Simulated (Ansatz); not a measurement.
Geometry optimisation, Ansatz 0.2.0, RKS PBE/def2-SVP.

Input:

```yaml
crystal:
  periodic: [false, false, false]
  atoms:
    - { symbol: W, position_ang: [0.0, 0.0, 0.0] }
    - { symbol: H, position_ang: [0.0, 0.0, 1.72] }
    - { symbol: Cl, position_ang: [2.39, 0.0, 0.0] }
    - { symbol: Cl, position_ang: [0.0, 2.39, 0.0] }
    - { symbol: Cl, position_ang: [-2.39, 0.0, 0.0] }
    - { symbol: Cl, position_ang: [0.0, -2.39, 0.0] }
    - { symbol: Cl, position_ang: [0.0, 0.0, -2.39] }
basis:
  gaussian: { orbitals: def2-SVP }
hamiltonian:
  xc: pbe
relax:
  f_tol: 0.02
  max_steps: 40
output:
  orbitals: {}
```

Launched with:

```bash
$ ansatz run input.yaml --threads 4 --pin off --max-ram 5120MiB --backend cpu --events-out ev --progress --plain --runs-dir out
```

Problem. Where does it end, and by what steps?

Solution. The forces met the threshold. After 3 steps the energy has fallen by 0.576 eV; W1 moved furthest, 0.18 Å.

```tsv
step	energy less start (eV)	largest force component (eV/Å)	accepted
0	0.0000	2.015	yes
1	-0.5531	0.569	yes
2	-0.5748	0.156	yes
3	-0.5757	0.013	yes
```

```xyz
7
Properties=species:S:1:pos:R:3
W 0.000 0.000 -0.185
H 0.000 0.000 1.541
Cl 2.279 0.000 0.133
Cl 0.000 2.279 0.133
Cl -2.279 0.000 0.133
Cl 0.000 -2.279 0.133
Cl 0.000 0.000 -2.557
```

Whether the end is a true minimum wasn't checked by a vibrational analysis.

The run took 12 s on 4 threads of Arm Neoverse V1, on a shared host, peak memory 0.2 GiB.
